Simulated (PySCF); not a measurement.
CHN, charge -1, doublet (typed; the unrestricted solution is spin-contaminated), geometry from GFN2-xTB (a state made from the parent by changing its charge; the spin is typed, not shown lowest) (in this run its highest filled SCF level lies above zero, so its values depend strongly on the basis, on diffuse functions most of all), with bond 2-1 at 2.0 times its length; HF/6-311G** (PySCF).

Here is a job for PySCF.
```python
from pyscf import gto, scf

mol = gto.Mole()
mol.atom = '''
    C    -0.47037547    0.30848606   -0.07955998
    N     1.71169591   -0.75334522    0.21867196
    H    -1.52236873   -0.29390926   -0.00953208
'''
mol.basis = '6-311g**'
mol.charge = -1
mol.spin = 1
mol.verbose = 4
mol.build()

mf = scf.UHF(mol)
mf.level_shift = 0.1
mf.max_cycle = 100
mf.kernel()
mf.analyze()
```

### Question
What does PySCF print? Leave out banner, timings and long lists.

### Answer

```
PySCF version 2.14.0

[INPUT] verbose = 4
[INPUT] num. atoms = 3
[INPUT] num. electrons = 15
[INPUT] charge = -1
[INPUT] spin (= nelec alpha-beta = 2S) = 1
[INPUT] symmetry False subgroup None
[INPUT] Mole.unit = angstrom
[INPUT] Symbol           X                Y                Z      unit          X                Y                Z       unit  Magmom
[INPUT]  1 C     -0.470375470000   0.308486060000  -0.079559980000 AA   -0.888880814014   0.582954166646  -0.150346572676 Bohr   0.0
[INPUT]  2 N      1.711695910000  -0.753345220000   0.218671960000 AA    3.234636478438  -1.423616143050   0.413230115522 Bohr   0.0
[INPUT]  3 H     -1.522368730000  -0.293909260000  -0.009532080000 AA   -2.876859960302  -0.555408006874  -0.018013020597 Bohr   0.0

nuclear repulsion = 12.8362950549144
number of shells = 20
number of NR pGTOs = 70
number of NR cGTOs = 42
basis = 6-311g**
ecp = {}

******** <class 'pyscf.scf.uhf.UHF'> ********
method = UHF
initial guess = minao
damping factor = 0
level_shift factor = 0.1
DIIS = <class 'pyscf.scf.diis.CDIIS'>
diis_start_cycle = 1
diis_space = 8
diis_damp = 0
SCF conv_tol = 1e-09
SCF conv_tol_grad = None
SCF max_cycles = 100
direct_scf = True
direct_scf_tol = 1e-13
number electrons alpha = 8  beta = 7
Set gradient conv threshold to 3.16228e-05
init E= -91.6842468611662

cycle= 1 E= -92.0222960806624  delta_E= -0.338  |g|= 0.715  |ddm|= 0.981
cycle= 2 E= -90.5738662340044  delta_E= 1.45  |g|= 1.59  |ddm|= 1.46
cycle= 3 E= -92.2303243743564  delta_E= -1.66  |g|= 0.566  |ddm|= 0.88
cycle= 4 E= -92.4020803839298  delta_E= -0.172  |g|= 0.248  |ddm|= 0.263
cycle= 5 E= -92.4581178193827  delta_E= -0.056  |g|= 0.0774  |ddm|= 0.193
cycle= 6 E= -92.4768020675341  delta_E= -0.0187  |g|= 0.0662  |ddm|= 0.112
cycle= 7 E= -92.4847807997879  delta_E= -0.00798  |g|= 0.0685  |ddm|= 0.0503
cycle= 8 E= -92.4874623879764  delta_E= -0.00268  |g|= 0.0709  |ddm|= 0.0183
cycle= 9 E= -92.4910830054028  delta_E= -0.00362  |g|= 0.0695  |ddm|= 0.147
cycle= 10 E= -92.4920434093421  delta_E= -0.00096  |g|= 0.0286  |ddm|= 0.0821
cycle= 11 E= -92.4940827549677  delta_E= -0.00204  |g|= 0.0154  |ddm|= 0.0689
cycle= 12 E= -92.4950973607671  delta_E= -0.00101  |g|= 0.0171  |ddm|= 0.0279
cycle= 13 E= -92.4947456173665  delta_E= 0.000352  |g|= 0.0164  |ddm|= 0.00973
cycle= 14 E= -92.4943659277671  delta_E= 0.00038  |g|= 0.0138  |ddm|= 0.0182
cycle= 15 E= -92.4946110180089  delta_E= -0.000245  |g|= 0.00757  |ddm|= 0.0423
cycle= 16 E= -92.4949015223204  delta_E= -0.000291  |g|= 0.00444  |ddm|= 0.0308
cycle= 17 E= -92.4950572475663  delta_E= -0.000156  |g|= 0.00307  |ddm|= 0.0206
cycle= 18 E= -92.4951345036984  delta_E= -7.73e-05  |g|= 0.00193  |ddm|= 0.0164
cycle= 19 E= -92.4951635786867  delta_E= -2.91e-05  |g|= 0.0015  |ddm|= 0.00913
cycle= 20 E= -92.4951737883371  delta_E= -1.02e-05  |g|= 0.00173  |ddm|= 0.00319
cycle= 21 E= -92.4951713544323  delta_E= 2.43e-06  |g|= 0.00149  |ddm|= 0.0013
cycle= 22 E= -92.4951688744317  delta_E= 2.48e-06  |g|= 0.000881  |ddm|= 0.00413
cycle= 23 E= -92.4951702447022  delta_E= -1.37e-06  |g|= 0.000778  |ddm|= 0.00213
cycle= 24 E= -92.4951713484268  delta_E= -1.1e-06  |g|= 0.000788  |ddm|= 0.000985
cycle= 25 E= -92.4951723867311  delta_E= -1.04e-06  |g|= 0.000864  |ddm|= 0.000813
cycle= 26 E= -92.4951698775478  delta_E= 2.51e-06  |g|= 0.000683  |ddm|= 0.00188
cycle= 27 E= -92.495169048941  delta_E= 8.29e-07  |g|= 0.000628  |ddm|= 0.000727
cycle= 28 E= -92.495168539775  delta_E= 5.09e-07  |g|= 0.0006  |ddm|= 0.000537
cycle= 29 E= -92.4951682499355  delta_E= 2.9e-07  |g|= 0.000578  |ddm|= 0.000262
cycle= 30 E= -92.4951679362809  delta_E= 3.14e-07  |g|= 0.000535  |ddm|= 0.000449
cycle= 31 E= -92.495167914995  delta_E= 2.13e-08  |g|= 0.000502  |ddm|= 0.00042
cycle= 32 E= -92.4951680477456  delta_E= -1.33e-07  |g|= 0.000442  |ddm|= 0.000611
cycle= 33 E= -92.4951683425218  delta_E= -2.95e-07  |g|= 0.00032  |ddm|= 0.00112
cycle= 34 E= -92.4951688632006  delta_E= -5.21e-07  |g|= 0.00022  |ddm|= 0.00123
cycle= 35 E= -92.4951691130744  delta_E= -2.5e-07  |g|= 0.000173  |ddm|= 0.000794
cycle= 36 E= -92.495169148737  delta_E= -3.57e-08  |g|= 0.000149  |ddm|= 0.000269
cycle= 37 E= -92.4951691736269  delta_E= -2.49e-08  |g|= 0.000132  |ddm|= 0.000205
cycle= 38 E= -92.4951691999066  delta_E= -2.63e-08  |g|= 0.000124  |ddm|= 0.000226
cycle= 39 E= -92.4951692215085  delta_E= -2.16e-08  |g|= 0.000117  |ddm|= 0.000174
cycle= 40 E= -92.4951692239136  delta_E= -2.41e-09  |g|= 0.000119  |ddm|= 2.91e-05
cycle= 41 E= -92.4951692302654  delta_E= -6.35e-09  |g|= 0.000118  |ddm|= 3.5e-05
cycle= 42 E= -92.4951692459814  delta_E= -1.57e-08  |g|= 0.000128  |ddm|= 6.4e-05
cycle= 43 E= -92.4951692165874  delta_E= 2.94e-08  |g|= 9.44e-05  |ddm|= 0.000266
cycle= 44 E= -92.4951692211182  delta_E= -4.53e-09  |g|= 6.57e-05  |ddm|= 0.000199
cycle= 45 E= -92.4951692377886  delta_E= -1.67e-08  |g|= 4.98e-05  |ddm|= 0.000235
cycle= 46 E= -92.4951692435782  delta_E= -5.79e-09  |g|= 3.18e-05  |ddm|= 0.000142
cycle= 47 E= -92.4951692481279  delta_E= -4.55e-09  |g|= 1.76e-05  |ddm|= 0.000173
cycle= 48 E= -92.4951692491619  delta_E= -1.03e-09  |g|= 1.31e-05  |ddm|= 7.51e-05
cycle= 49 E= -92.495169249749  delta_E= -5.87e-10  |g|= 1.39e-05  |ddm|= 5.71e-05
Extra cycle  E= -92.4951692509158  delta_E= -1.17e-09  |g|= 1.99e-05  |ddm|= 3.32e-05
converged SCF energy = -92.4951692509158  <S^2> = 1.0834859  2S+1 = 2.3095332
**** SCF Summaries ****
Total Energy =                         -92.495169250915836
Nuclear Repulsion Energy =              12.836295054914398
One-electron Energy =                 -154.470526039320760
Two-electron Energy =                   49.139061733490522
Two-electron Coulomb Energy =           61.068033138468600
DFT Exchange-Correlation Energy =      -11.928971404978078
**** MO energy ****
                             alpha | beta                alpha | beta
MO #1   energy= -15.3808644859498  | -15.3362312209622  occ= 1 | 1
MO #2   energy= -11.0680143138549  | -11.0697571084261  occ= 1 | 1
MO #3   energy= -0.762118988296322 | -0.588583561345317 occ= 1 | 1
MO #4   energy= -0.537351395288724 | -0.535347632135142 occ= 1 | 1
MO #5   energy= -0.255283544176194 | -0.190509348962145 occ= 1 | 1
MO #6   energy= -0.204524042547949 | -0.0369800701242582 occ= 1 | 1
MO #7   energy= -0.180061983164502 | 0.00325296670600039 occ= 1 | 1
MO #8   energy= -0.0500312739372646 | 0.253863177660783  occ= 1 | 0
MO #9   energy= 0.306416500302545  | 0.320807576316319  occ= 0 | 0
MO #10  energy= 0.327723776864545  | 0.378223425939736  occ= 0 | 0
MO #11  energy= 0.378994933737673  | 0.409239030786519  occ= 0 | 0
MO #12  energy= 0.6900478417176    | 0.696146029344277  occ= 0 | 0
MO #13  energy= 0.857522383104822  | 0.859896201764334  occ= 0 | 0
MO #14  energy= 0.890766118118423  | 0.868805213575921  occ= 0 | 0
MO #15  energy= 0.934207186422398  | 0.942459035903092  occ= 0 | 0
MO #16  energy= 1.00538200423839   | 1.02271037263473   occ= 0 | 0

To work with the spin densities directly, `use mulliken_meta_spin()` only printing them here.

 ** Mulliken spin pop alpha/beta on meta-lowdin orthogonal AOs **
 ** Mulliken Spin Density (per AO)  **
spin_pop of  0 C 1s       -0.00000
spin_pop of  0 C 2s       -0.00516
spin_pop of  0 C 3s       -0.00032
spin_pop of  0 C 4s       -0.00002
spin_pop of  0 C 2px       0.02396
spin_pop of  0 C 2py       0.05514
spin_pop of  0 C 2pz      -0.31187
spin_pop of  0 C 3px      -0.00010
spin_pop of  0 C 3py      -0.00228
spin_pop of  0 C 3pz      -0.02289
spin_pop of  0 C 4px       0.00001
spin_pop of  0 C 4py      -0.00007
spin_pop of  0 C 4pz      -0.00069
spin_pop of  0 C 3dxy     -0.00005
spin_pop of  0 C 3dyz     -0.00017
spin_pop of  0 C 3dz^2     0.00007
spin_pop of  0 C 3dxz     -0.00001
spin_pop of  0 C 3dx2-y2    0.00004
spin_pop of  1 N 1s       -0.00001
spin_pop of  1 N 2s        0.01300
spin_pop of  1 N 3s       -0.00141
spin_pop of  1 N 4s       -0.00009
spin_pop of  1 N 2px       0.01282
spin_pop of  1 N 2py       0.86876
spin_pop of  1 N 2pz       0.38771
spin_pop of  1 N 3px      -0.00409
spin_pop of  1 N 3py       0.00155
spin_pop of  1 N 3pz      -0.02209
spin_pop of  1 N 4px      -0.00002
spin_pop of  1 N 4py      -0.00000
spin_pop of  1 N 4pz      -0.00027
spin_pop of  1 N 3dxy      0.00009
spin_pop of  1 N 3dyz     -0.00001
spin_pop of  1 N 3dz^2     0.00002
spin_pop of  1 N 3dxz     -0.00003
spin_pop of  1 N 3dx2-y2    0.00011
spin_pop of  2 H 1s        0.00856
spin_pop of  2 H 2s       -0.00011
spin_pop of  2 H 3s       -0.00000
spin_pop of  2 H 2px       0.00006
spin_pop of  2 H 2py       0.00010
spin_pop of  2 H 2pz      -0.00022
 ** Mulliken Spin Density (per atom)  **
spin density of  0 C =     -0.26443
spin density of  1 N =      1.25603
spin density of  2 H =      0.00840
 ** Mulliken pop alpha/beta on meta-lowdin orthogonal AOs **
 ** Mulliken pop       alpha | beta **
In total             8.00000 | 7.00000
 ** Mulliken atomic charges   ( Nelec_alpha | Nelec_beta ) **
charge of  0C =     -0.53195  (     3.13376      3.39819 )
charge of  1N =     -0.46410  (     4.36006      3.10404 )
charge of  2H =     -0.00395  (     0.50617      0.49778 )

WARN: System has nonzero charge -1; the dipole moment is origin-dependent.
Location of origin: [0. 0. 0.]

Dipole moment(X, Y, Z, Debye): -3.16062,  0.23744, -0.18243
```
